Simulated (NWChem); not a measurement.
# Basis-set convergence for vinylidene fluoride (C₂H₂F₂)

```xyz
6

C      0.0000     0.0000     1.3865
C      0.0000     0.0000     0.0602
F      1.0799     0.0000    -0.6963
F     -1.0799     0.0000    -0.6963
H     -0.9454     0.0000     1.9262
H      0.9454     0.0000     1.9262
```
Charge 0, spin multiplicity 1.

The numbers come from NWChem runs, not from measurements. Structure: optimised with B3LYP/def2-SVP, a minimum by its harmonic frequencies.

Quantity: vertical ionisation energy at the level ΔPBE0 (Δ: difference of total energies, the cation a doublet at the parent's geometry with its hole in an orbital of symmetry b2 (C2v labels); it is the state that the SCF runs reached, from PBE0 orbitals for Hartree-Fock references, and need not be the lowest).

The Pople sets run with spherical d functions. No SCF solution was tested for a lower state.

```csv
basis,functions,vertical ionisation energy (eV)
3-21G,40,10.31
6-31G*,60,(withheld)
cc-pVDZ,66,(withheld)
pcseg-1,66,10.47
6-311G**,84,10.35
def2-SVPD,102,10.49
aug-cc-pVDZ,110,(withheld)
aug-pcseg-1,110,10.41
cc-pVTZ,148,10.32
def2-TZVPP,152,10.35
```

**Question.** What belongs in the gaps?

**Answer.** 
- 6-31G*, vertical ionisation energy (eV): 10.13
- cc-pVDZ, vertical ionisation energy (eV): 10.24
- aug-cc-pVDZ, vertical ionisation energy (eV): 10.38
